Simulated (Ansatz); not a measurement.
Ansatz (a quantum-chemistry and plane-wave program) input (B3LYP-D3(BJ)/def2-TZVP):

Ansatz 0.2 input:
```yaml
crystal:
  periodic: [false, false, false]
  atoms:
    - {symbol: Cr, position_ang: [0.13952899, -0.00611310, 0.17126774]}
    - {symbol: O, position_ang: [1.18561837, 0.15760384, -1.29588066]}
    - {symbol: H, position_ang: [1.37588926, 0.93654432, -1.82456126]}
    - {symbol: O, position_ang: [-1.50095585, -0.29762134, 0.87657839]}
    - {symbol: H, position_ang: [-2.20188516, 0.33031018, 1.06855381]}
basis:
  gaussian:
    orbitals: def2-TZVP
hamiltonian:
  xc: b3lyp
  dispersion: d3bj
magnetization: {spin_polarized: true, initial_magnetization: 4}
phonons: {temperatures: {t_min: 298.15, t_max: 298.15, t_step: 100}}
```

Output:

```
Functional definition: B3LYP
integrals: 0.04 GiB planned
876 factors; their error is unknown
mean field: 0.51 GiB planned
mean field evaluation 1: about -32539.6257 eV, gradient 6.0e1 eV
mean field evaluation 2: about -32493.0210 eV, gradient 1.2e2 eV
mean field evaluation 4: about -32550.5473 eV, gradient 1.4e1 eV
mean field evaluation 8: about -32551.1246 eV, gradient 1.7e-1 eV
mean field evaluation 16: about -32551.2583 eV, gradient 2.5e-3 eV
mean field evaluation 32: about -32539.6257 eV, gradient 6.0e1 eV
mean field evaluation 64: about -32552.1252 eV, gradient 2.0e-5 eV
mean field -32552.12519635 eV, -1196.2685363431 hartree, gradient 2.0e-5 eV, S^2 6.029720; 7 other end points of the search recorded, 0 dependent functions left out
the calculation of the forces begins
reference -32552.12543930 eV, -1196.2685452712 hartree; 23, 19 occupied and 96, 100 virtual orbitals, 876 factors
these checks for a lower state are left out or cut short: stability, starts, cluster_reference, orbital_swaps, neighbouring_geometries, increment
integrals: 0.04 GiB planned
876 factors; their error is unknown
mean field: 0.51 GiB planned
mean field -32552.12518857 eV, -1196.2685360572 hartree, gradient 1.7e-6 eV, S^2 6.029749; 0 other end points of the search recorded, 0 dependent functions left out
the calculation of the forces begins
reference -32552.12543153 eV, -1196.2685449857 hartree; 23, 19 occupied and 96, 100 virtual orbitals, 876 factors
these checks for a lower state are left out or cut short: stability, starts, cluster_reference, orbital_swaps, neighbouring_geometries, increment
integrals: 0.04 GiB planned
876 factors; their error is unknown
mean field: 0.51 GiB planned
mean field -32552.12517169 eV, -1196.2685354368 hartree, gradient 2.2e-6 eV, S^2 6.029691; 0 other end points of the search recorded, 0 dependent functions left out
the calculation of the forces begins
reference -32552.12541463 eV, -1196.2685443644 hartree; 23, 19 occupied and 96, 100 virtual orbitals, 876 factors
these checks for a lower state are left out or cut short: stability, starts, cluster_reference, orbital_swaps, neighbouring_geometries, increment
integrals: 0.04 GiB planned
876 factors; their error is unknown
mean field: 0.50 GiB planned
mean field -32552.12513509 eV, -1196.2685340918 hartree, gradient 2.0e-6 eV, S^2 6.029697; 0 other end points of the search recorded, 0 dependent functions left out
the calculation of the forces begins
reference -32552.12537802 eV, -1196.2685430191 hartree; 23, 19 occupied and 96, 100 virtual orbitals, 876 factors
these checks for a lower state are left out or cut short: stability, starts, cluster_reference, orbital_swaps, neighbouring_geometries, increment
integrals: 0.04 GiB planned
876 factors; their error is unknown
mean field: 0.51 GiB planned
mean field -32552.12512809 eV, -1196.2685338344 hartree, gradient 2.3e-6 eV, S^2 6.029742; 0 other end points of the search recorded, 0 dependent functions left out
the calculation of the forces begins
reference -32552.12537106 eV, -1196.2685427633 hartree; 23, 19 occupied and 96, 100 virtual orbitals, 876 factors
these checks for a lower state are left out or cut short: stability, starts, cluster_reference, orbital_swaps, neighbouring_geometries, increment
integrals: 0.04 GiB planned
876 factors; their error is unknown
mean field: 0.51 GiB planned
mean field evaluation 96: about -32552.1252 eV, gradient 1.7e-6 eV
mean field -32552.12517859 eV, -1196.2685356902 hartree, gradient 1.7e-6 eV, S^2 6.029794; 0 other end points of the search recorded, 0 dependent functions left out
the calculation of the forces begins
reference -32552.12542153 eV, -1196.2685446180 hartree; 23, 19 occupied and 96, 100 virtual orbitals, 876 factors
these checks for a lower state are left out or cut short: stability, starts, cluster_reference, orbital_swaps, neighbouring_geometries, increment
integrals: 0.04 GiB planned
876 factors; their error is unknown
mean field: 0.50 GiB planned
mean field -32552.12515219 eV, -1196.2685347200 hartree, gradient 2.1e-6 eV, S^2 6.029646; 0 other end points of the search recorded, 0 dependent functions left out
the calculation of the forces begins
reference -32552.12539514 eV, -1196.2685436485 hartree; 23, 19 occupied and 96, 100 virtual orbitals, 876 factors
these checks for a lower state are left out or cut short: stability, starts, cluster_reference, orbital_swaps, neighbouring_geometries, increment
integrals: 0.04 GiB planned
876 factors; their error is unknown
mean field: 0.50 GiB planned
mean field -32552.12508960 eV, -1196.2685324200 hartree, gradient 1.9e-6 eV, S^2 6.029696; 0 other end points of the search recorded, 0 dependent functions left out
the calculation of the forces begins
reference -32552.12533250 eV, -1196.2685413465 hartree; 23, 19 occupied and 96, 100 virtual orbitals, 876 factors
these checks for a lower state are left out or cut short: stability, starts, cluster_reference, orbital_swaps, neighbouring_geometries, increment
integrals: 0.04 GiB planned
876 factors; their error is unknown
mean field: 0.51 GiB planned
mean field -32552.12508939 eV, -1196.2685324123 hartree, gradient 2.2e-6 eV, S^2 6.029744; 0 other end points of the search recorded, 0 dependent functions left out
the calculation of the forces begins
reference -32552.12533238 eV, -1196.2685413419 hartree; 23, 19 occupied and 96, 100 virtual orbitals, 876 factors
these checks for a lower state are left out or cut short: stability, starts, cluster_reference, orbital_swaps, neighbouring_geometries, increment
integrals: 0.04 GiB planned
876 factors; their error is unknown
mean field: 0.51 GiB planned
mean field -32552.12509012 eV, -1196.2685324391 hartree, gradient 2.7e-6 eV, S^2 6.029641; 0 other end points of the search recorded, 0 dependent functions left out
the calculation of the forces begins
reference -32552.12533307 eV, -1196.2685413672 hartree; 23, 19 occupied and 96, 100 virtual orbitals, 876 factors
these checks for a lower state are left out or cut short: stability, starts, cluster_reference, orbital_swaps, neighbouring_geometries, increment
integrals: 0.04 GiB planned
876 factors; their error is unknown
mean field: 0.50 GiB planned
mean field -32552.12511267 eV, -1196.2685332676 hartree, gradient 2.3e-6 eV, S^2 6.029799; 0 other end points of the search recorded, 0 dependent functions left out
the calculation of the forces begins
reference -32552.12535561 eV, -1196.2685421958 hartree; 23, 19 occupied and 96, 100 virtual orbitals, 876 factors
these checks for a lower state are left out or cut short: stability, starts, cluster_reference, orbital_swaps, neighbouring_geometries, increment
integrals: 0.04 GiB planned
876 factors; their error is unknown
mean field: 0.50 GiB planned
mean field evaluation 128: about -32551.9964 eV, gradient 2.0e-1 eV
mean field -32552.12519486 eV, -1196.2685362883 hartree, gradient 2.2e-6 eV, S^2 6.029721; 0 other end points of the search recorded, 0 dependent functions left out
the calculation of the forces begins
reference -32552.12543782 eV, -1196.2685452168 hartree; 23, 19 occupied and 96, 100 virtual orbitals, 876 factors
these checks for a lower state are left out or cut short: stability, starts, cluster_reference, orbital_swaps, neighbouring_geometries, increment
integrals: 0.04 GiB planned
876 factors; their error is unknown
mean field: 0.51 GiB planned
mean field -32552.12517952 eV, -1196.2685357246 hartree, gradient 1.9e-6 eV, S^2 6.029718; 0 other end points of the search recorded, 0 dependent functions left out
the calculation of the forces begins
reference -32552.12542246 eV, -1196.2685446523 hartree; 23, 19 occupied and 96, 100 virtual orbitals, 876 factors
these checks for a lower state are left out or cut short: stability, starts, cluster_reference, orbital_swaps, neighbouring_geometries, increment
integrals: 0.04 GiB planned
876 factors; their error is unknown
mean field: 0.50 GiB planned
mean field -32552.12509777 eV, -1196.2685327201 hartree, gradient 2.7e-6 eV, S^2 6.029742; 0 other end points of the search recorded, 0 dependent functions left out
the calculation of the forces begins
reference -32552.12534074 eV, -1196.2685416492 hartree; 23, 19 occupied and 96, 100 virtual orbitals, 876 factors
these checks for a lower state are left out or cut short: stability, starts, cluster_reference, orbital_swaps, neighbouring_geometries, increment
integrals: 0.04 GiB planned
876 factors; their error is unknown
mean field: 0.50 GiB planned
mean field -32552.12508502 eV, -1196.2685322517 hartree, gradient 2.7e-6 eV, S^2 6.029697; 0 other end points of the search recorded, 0 dependent functions left out
the calculation of the forces begins
reference -32552.12532794 eV, -1196.2685411788 hartree; 23, 19 occupied and 96, 100 virtual orbitals, 876 factors
these checks for a lower state are left out or cut short: stability, starts, cluster_reference, orbital_swaps, neighbouring_geometries, increment
integrals: 0.04 GiB planned
876 factors; their error is unknown
mean field: 0.50 GiB planned
mean field -32552.12513303 eV, -1196.2685340158 hartree, gradient 2.6e-6 eV, S^2 6.029719; 0 other end points of the search recorded, 0 dependent functions left out
the calculation of the forces begins
reference -32552.12537596 eV, -1196.2685429436 hartree; 23, 19 occupied and 96, 100 virtual orbitals, 876 factors
these checks for a lower state are left out or cut short: stability, starts, cluster_reference, orbital_swaps, neighbouring_geometries, increment
integrals: 0.04 GiB planned
876 factors; their error is unknown
mean field: 0.51 GiB planned
mean field evaluation 160: about -32552.1252 eV, gradient 3.3e-5 eV
mean field -32552.12515537 eV, -1196.2685348369 hartree, gradient 2.6e-6 eV, S^2 6.029720; 0 other end points of the search recorded, 0 dependent functions left out
the calculation of the forces begins
reference -32552.12539832 eV, -1196.2685437653 hartree; 23, 19 occupied and 96, 100 virtual orbitals, 876 factors
Total energy: -32552.23879099 eV, -1196.2727108690 hartree
Atom 0 at     0.139529    -0.006113     0.171268 Å, force     0.000347     0.000061     0.000442 eV/Å
Atom 1 at     1.185618     0.157604    -1.295881 Å, force     0.000135    -0.000714    -0.000095 eV/Å
Atom 2 at     1.375889     0.936544    -1.824561 Å, force     0.000123     0.000756    -0.000474 eV/Å
Atom 3 at    -1.500956    -0.297621     0.876578 Å, force     0.000027    -0.000732    -0.000008 eV/Å
Atom 4 at    -2.201885     0.330310     1.068554 Å, force    -0.000631     0.000628     0.000135 eV/Å
Dipole moment:     0.032989     0.475561     0.140447 e Å
Vibrations: 96.78 317.31 361.13 521.07 565.70 631.68 743.49 3852.94 3854.99 cm⁻¹, zero-point energy 0.678509 eV
```

The spin state was set by rule; other spins were not relaxed.
